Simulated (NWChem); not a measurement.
The numbers come from NWChem runs, not from measurements. System: OZn, charge 0, spin multiplicity 1, at a geometry optimised with PBE/def2-SVP. The structure started from a generated list of species. Level: B3LYP/def2-SVP, VWN1-RPA local correlation.

Job file:

```
start mol
memory heap 200 mb stack 900 mb global 1100 mb
geometry units angstroms nocenter noautoz noautosym
  Zn     0.000000     0.000000     0.356692
  O      0.000000     0.000000    -1.337596
end
basis spherical
  * library def2-svp
end
dft
  xc b3lyp
  semidirect memsize 60000000 filesize 0
  iterations 100
end
task dft energy
```

Part of the output:

```
             Northwest Computational Chemistry Package (NWChem) 7.3.0
             --------------------------------------------------------

                                NWChem Input Module
                                -------------------

 Scaling coordinates for geometry "geometry" by  1.889725989
 (inverse scale =  0.529177249)

                             Geometry "geometry" -> ""
                             -------------------------

 Output coordinates in angstroms (scale by  1.889725989 to convert to a.u.)

  No.       Tag          Charge          X              Y              Z
 ---- ---------------- ---------- -------------- -------------- --------------
    1 Zn                  30.0000     0.00000000     0.00000000     0.35669200
    2 O                    8.0000     0.00000000     0.00000000    -1.33759600

 Effective nuclear repulsion energy (a.u.)      74.9592393737

            Nuclear Dipole moment (a.u.)
            ----------------------------
        X                 Y               Z
 ---------------- ---------------- ----------------
     0.0000000000     0.0000000000    -0.0000151178


 Summary of "ao basis" -> "" (spherical)
 ------------------------------------------------------------------------------
       Tag                 Description            Shells   Functions and Types
 ---------------- ------------------------------  ------  ---------------------
 *                          def2-svp                  on all atoms

                                 NWChem DFT Module
                                 -----------------

 Summary of "ao basis" -> "ao basis" (spherical)
 ------------------------------------------------------------------------------
       Tag                 Description            Shells   Functions and Types
 ---------------- ------------------------------  ------  ---------------------
 Zn                         def2-svp                11       31   5s3p2d1f
 O                          def2-svp                 6       14   3s2p1d

 Summary of "ao basis" -> "ao basis" (spherical)
 ------------------------------------------------------------------------------
       Tag                 Description            Shells   Functions and Types
 ---------------- ------------------------------  ------  ---------------------
 Zn                         def2-svp                11       31   5s3p2d1f
 O                          def2-svp                 6       14   3s2p1d

            General Information
            -------------------
          SCF calculation type: DFT
          Wavefunction type:  closed shell.
          No. of atoms     :     2
          No. of electrons :    38
           Alpha electrons :    19
            Beta electrons :    19
          Charge           :     0
          Spin multiplicity:     1
          Use of symmetry is: off; symmetry adaption is: off
          Maximum number of iterations: 100
          AO basis - number of functions:    45
                     number of shells:    17
          Convergence on energy requested:  1.00D-06
          Convergence on density requested:  1.00D-05
          Convergence on gradient requested:  5.00D-04

              XC Information
              --------------
                         B3LYP Method XC Potential
                     Hartree-Fock (Exact) Exchange  0.200
                        Slater Exchange Functional  0.800 local
                    Becke 1988 Exchange Functional  0.720 non-local
              Lee-Yang-Parr Correlation Functional  0.810
[...]
 d= 0,ls=0.0,diis     2  -1847.9852266615  5.97D+00  8.18D-02  2.53D+01     1.1
 d= 0,ls=0.0,diis     3  -1854.2147663204 -6.23D+00  5.15D-03  9.90D-02     1.2
 d= 0,ls=0.0,diis     4  -1854.2131964249  1.57D-03  1.62D-03  9.95D-02     1.3
 d= 0,ls=0.0,diis     5  -1854.2140054153 -8.09D-04  3.42D-04  6.95D-02     1.4
  Resetting Diis
 d= 0,ls=0.0,diis     6  -1854.2152030387 -1.20D-03  1.39D-03  6.04D-02     1.5
 d= 0,ls=0.0,diis     7  -1854.2200739744 -4.87D-03  1.13D-02  2.19D-02     1.6
 d= 0,ls=0.0,diis     8  -1854.1786473970  4.14D-02  8.69D-03  3.64D-01     1.7
 d= 0,ls=0.0,diis     9  -1854.2228099411 -4.42D-02  3.79D-04  4.68D-04     1.8
 d= 0,ls=0.0,diis    10  -1854.2228681954 -5.83D-05  6.88D-05  3.93D-05     1.9
 d= 0,ls=0.0,diis    11  -1854.2228699543 -1.76D-06  2.97D-05  4.45D-06     2.0
 d= 0,ls=0.0,diis    12  -1854.2228704703 -5.16D-07  6.43D-06  1.38D-07     2.1

         Total DFT energy =    -1854.222870470342
      One electron energy =    -2735.092616960984
           Coulomb energy =      885.647813817778
    Exchange-Corr. energy =      -79.737306700801
 Nuclear repulsion energy =       74.959239373665

 Numeric. integr. density =       38.000002502281

     Total iterative time =      1.6s

                       DFT Final Molecular Orbital Analysis
                       ------------------------------------

 Vector   17  Occ=2.000000D+00  E=-2.852799D-01
              MO Center=  2.4D-08, -2.2D-08, -4.8D-01, r^2= 2.2D+00
   Bfn.  Coefficient  Atom+Function         Bfn.  Coefficient  Atom+Function
  ----- ------------  ---------------      ----- ------------  ---------------
     4      0.736327  1 Zn s                 37      0.419155  2 O  pz
     3     -0.353919  1 Zn s                 40      0.283268  2 O  pz
    34     -0.224910  2 O  s                 17     -0.132963  1 Zn d  0
    33     -0.120025  2 O  s                  2      0.076569  1 Zn s
    32     -0.061953  2 O  s                 22     -0.037317  1 Zn d  0

 Vector   18  Occ=2.000000D+00  E=-2.273385D-01
              MO Center= -1.8D-09, -1.6D-09, -1.2D+00, r^2= 9.3D-01
   Bfn.  Coefficient  Atom+Function         Bfn.  Coefficient  Atom+Function
  ----- ------------  ---------------      ----- ------------  ---------------
    35      0.452547  2 O  px                36      0.403894  2 O  py
    38      0.338693  2 O  px                39      0.302280  2 O  py
    12      0.171580  1 Zn px                13      0.153134  1 Zn py
    18     -0.110197  1 Zn d  1              16      0.098350  1 Zn d -1
     9     -0.063137  1 Zn px                10     -0.056350  1 Zn py

 Vector   19  Occ=2.000000D+00  E=-2.273385D-01
              MO Center= -4.0D-08,  4.5D-08, -1.2D+00, r^2= 9.3D-01
   Bfn.  Coefficient  Atom+Function         Bfn.  Coefficient  Atom+Function
  ----- ------------  ---------------      ----- ------------  ---------------
    36      0.452547  2 O  py                35     -0.403894  2 O  px
    39      0.338693  2 O  py                38     -0.302280  2 O  px
    13      0.171580  1 Zn py                12     -0.153134  1 Zn px
    16      0.110197  1 Zn d -1              18      0.098350  1 Zn d  1
    10     -0.063137  1 Zn py                 9      0.056350  1 Zn px

 Vector   20  Occ=0.000000D+00  E=-1.417843D-01
              MO Center=  2.7D-08, -3.1D-08,  2.6D-01, r^2= 3.2D+00
   Bfn.  Coefficient  Atom+Function         Bfn.  Coefficient  Atom+Function
  ----- ------------  ---------------      ----- ------------  ---------------
    14      0.480642  1 Zn pz                37     -0.401516  2 O  pz
     5      0.394262  1 Zn s                  4      0.324905  1 Zn s
    40     -0.240167  2 O  pz                 3     -0.177737  1 Zn s
    11     -0.175122  1 Zn pz                17      0.150202  1 Zn d  0
     8      0.056799  1 Zn pz                34      0.054552  2 O  s

 Vector   21  Occ=0.000000D+00  E= 6.015507D-02
              MO Center= -1.1D-08,  6.8D-09,  2.9D-01, r^2= 2.4D+00
   Bfn.  Coefficient  Atom+Function         Bfn.  Coefficient  Atom+Function
  ----- ------------  ---------------      ----- ------------  ---------------
    12      0.795171  1 Zn px                13     -0.670346  1 Zn py
     9     -0.205225  1 Zn px                38     -0.194486  2 O  px
    35     -0.179239  2 O  px                10      0.173009  1 Zn py
    39      0.163956  2 O  py                36      0.151102  2 O  py
     6      0.065506  1 Zn px                18      0.056765  1 Zn d  1

 Vector   22  Occ=0.000000D+00  E= 6.015507D-02
              MO Center=  3.4D-09,  2.6D-09,  2.9D-01, r^2= 2.4D+00
   Bfn.  Coefficient  Atom+Function         Bfn.  Coefficient  Atom+Function
  ----- ------------  ---------------      ----- ------------  ---------------
    13      0.795171  1 Zn py                12      0.670346  1 Zn px
    10     -0.205225  1 Zn py                39     -0.194486  2 O  py
    36     -0.179239  2 O  py                 9     -0.173009  1 Zn px
    38     -0.163956  2 O  px                35     -0.151102  2 O  px
     7      0.065506  1 Zn py                16     -0.056765  1 Zn d -1

 center of mass
 --------------
 x =   0.00000000 y =   0.00000000 z =   0.03329720

 moments of inertia (a.u.)
 ------------------
         131.152105493575           0.000000000000           0.000000000000
           0.000000000000         131.152105493575           0.000000000000
           0.000000000000           0.000000000000           0.000000000000

     Multipole analysis of the density
     ---------------------------------

     L   x y z        total         alpha         beta         nuclear
     -   - - -        -----         -----         ----         -------
     0   0 0 0     -0.000000    -19.000000    -19.000000     38.000000

     1   1 0 0      0.000000      0.000000      0.000000      0.000000
     1   0 1 0     -0.000000     -0.000000     -0.000000      0.000000
     1   0 0 1      2.058417      1.029216      1.029216     -0.000015

     2   2 0 0    -13.288199     -6.644100     -6.644100      0.000000
     2   1 1 0     -0.000000     -0.000000     -0.000000      0.000000
     2   1 0 1     -0.000000     -0.000000     -0.000000      0.000000
     2   0 2 0    -13.288199     -6.644100     -6.644100      0.000000
     2   0 1 1      0.000000      0.000000      0.000000      0.000000
     2   0 0 2    -15.118558    -39.931298    -39.931298     64.744039

 Task  times  cpu:        2.0s     wall:        2.0s

 Total times  cpu:        2.1s     wall:        2.1s
```
